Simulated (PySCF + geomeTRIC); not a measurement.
Species: C$_{2}$H$_{3}$N, SMILES `[C-]#[N+]C` (charge 0, multiplicity 1).

**Question.** Give a relaxed geometry from TPSS-D3(BJ)/def2-SVP in PySCF + geomeTRIC.

**Answer.** the end point of this relaxation (outside a Z-matrix the atoms follow the SMILES, hydrogens last).
Bonds (Å): C1–N2 1.183, N2–C3 1.420, C3–H4 1.103, C3–H5 1.103, C3–H6 1.103. Bond angles (°): C1–N2–C3 180.0, N2–C3–H4 109.9, N2–C3–H5 109.9, N2–C3–H6 109.9, H4–C3–H5 109.0, H4–C3–H6 109.0, H5–C3–H6 109.0.
